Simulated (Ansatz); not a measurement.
A structure relaxed at r2SCAN-D4/def2-SVP in Ansatz, charge 0, doublet:

```xyz
9

Cu   -0.890   -1.109   -0.146
Cu    0.393    0.259    1.318
Cu    0.539    0.896   -0.909
Cu   -0.705   -0.463   -2.329
H     0.125   -0.399    2.799
H     0.239    0.813   -2.563
H     1.167    1.439    0.493
H    -1.513   -1.666   -1.654
H     0.645    0.230    2.992
```

Q: Give its formula and point group.

A: Cu₄H₅. Point group Cs (tolerance 0.1 Å).

Q: Summarise the bond lengths by kind (pairs closer than 1.2 times the sum of covalent radii, bridged metal pairs left out).

A: 2 × Cu–Cu 2.38 to 2.58 Å; 8 × Cu–H 1.60 to 1.72 Å.

In the doublet, H5 and H9 lie 0.84 Å apart (atoms count from 1), so H2 has formed as a molecule. The relaxation made no stability test and no search for a lower SCF solution. No other spin state of charge 0 was run. Another isomer (doublet) lies 0.33 eV lower at PBE0-D4/def2-TZVP; other spin states weren't run for this one.
